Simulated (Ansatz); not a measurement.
C4H10Si can be A, `C[Si]1(C)CC1`, or B, `C/C=C\C[SiH3]`.

Gas-phase electronic energies from Ansatz, PBE0-D4/def2-TZVP geometries. CBS: MP2 limit from def2 TZ/QZ plus the TZ coupled-cluster correction, frozen cores. Functionals use def2-TZVPP. B3LYP here is the variant with VWN-RPA as its local correlation; programs differ in this. One conformer a species, not always the lowest.

A:

Z-matrix (Å, degrees):
```
C
Si 1 1.864
H 1 1.093 2 111.2
H 1 1.093 2 111.2 3 120.2
H 1 1.092 2 110.2 3 -119.9
C 2 1.864 1 114.8 3 -60.2
C 2 1.842 1 119.2 3 148.9
C 2 1.842 1 119.2 3 90.8
H 6 1.093 2 111.2 1 -60.2
H 6 1.093 2 111.2 1 60.1
H 6 1.092 2 110.2 1 180.0
H 7 1.086 2 120.3 1 148.6
H 7 1.086 2 120.3 1 1.1
H 8 1.086 2 120.3 1 -1.1
H 8 1.086 2 120.3 1 -148.6
```

B:

```xyz
15

C    -0.944    1.542    1.071
C    -1.346    0.130    0.814
C    -0.885   -0.671   -0.144
C     0.157   -0.351   -1.163
Si    1.846   -0.958   -0.590
H    -0.503    1.645    2.068
H    -0.216    1.912    0.349
H    -1.814    2.206    1.045
H    -2.094   -0.278    1.489
H    -1.274   -1.686   -0.180
H     0.229    0.722   -1.359
H    -0.074   -0.835   -2.117
H     1.786   -2.412   -0.277
H     2.877   -0.742   -1.643
H     2.254   -0.224    0.637
```

(1) Which isomer does CCSD(T)/CBS put lower? Give the gap. (Best estimate.)

(2) Give E(B) − E(A) in kcal/mol with CCSD(T)/def2-TZVPP, r2SCAN-D4, MP2/def2-TZVPP, HF/def2-TZVPP, B2PLYP, CCSD/def2-TZVPP, B3LYP-D4. (An estimate is asked.)

Largest T1 diagnostic: 0.010.

Answers

(1) Ansatz gave: A, by 9.1 kcal/mol.

(2) Ansatz gave: CCSD(T)/def2-TZVPP 8.5, r2SCAN-D4 12.4, MP2/def2-TZVPP 11.2, HF/def2-TZVPP 1.7, B2PLYP 8.2, CCSD/def2-TZVPP 8.1, B3LYP-D4 6.9. None reverses the order clearly.

In def2-TZVPP, CCSD(T) changes the Hartree–Fock value by +6.8 kcal/mol (the triples alone add +0.3 kcal/mol) and MP2 by +9.6 kcal/mol. From PBE to PBE0 (25 % exact exchange), in def2-TZVPP and without D4, E(B) − E(A) moves by +0.8 kcal/mol.
